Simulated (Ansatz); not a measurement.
CH4BrFGe, SMILES `[CH3][GeH]([F])[Br]`. Charge 0, multiplicity 1.

Z-matrix (Å, degrees):
```
C
Ge 1 1.928
H 1 1.090 2 109.9
H 1 1.090 2 109.1 3 119.8
H 1 1.091 2 109.5 3 -120.4
F 2 1.736 1 107.4 3 -177.7
Br 2 2.298 1 110.2 3 -62.7
H 2 1.532 1 118.1 3 62.4
```

(1) List the harmonic frequencies (cm⁻¹, unscaled) at PBE0-D4/def2-TZVP in Ansatz. (An estimate is asked.)

(2) Is this a minimum?

(3) Give the ideal-gas thermochemistry at 298.15 K and 1 bar (rigid rotor, harmonic oscillator; point group C1, symmetry number 1).

(4) And at 400, 500, 600, 800 and 1000 K?

Answers

(1) Computed: 114, 142, 178, 202, 313, 625, 659, 689, 719, 822, 852, 1267, 1444, 1447, 2184, 3069, 3166, 3173.

(2) Yes, all 18 modes are real.

(3) Zero-point energy 126.0 kJ/mol; H(298) − E = 145.3 kJ/mol; entropy 347.2 J/(mol·K), of which translation 174.1, rotation 116.2, vibration 56.8; G(298) − E = 41.8 kJ/mol.

(4) 
| T (K) | H − E (kJ/mol) | S (J/mol/K) | G − E (kJ/mol) |
| --- | --- | --- | --- |
| 400 | 155.5 | 376.5 | 4.9 |
| 500 | 166.8 | 401.5 | -34.0 |
| 600 | 178.9 | 423.6 | -75.3 |
| 800 | 205.4 | 461.6 | -163.9 |
| 1000 | 234.0 | 493.6 | -259.5 |
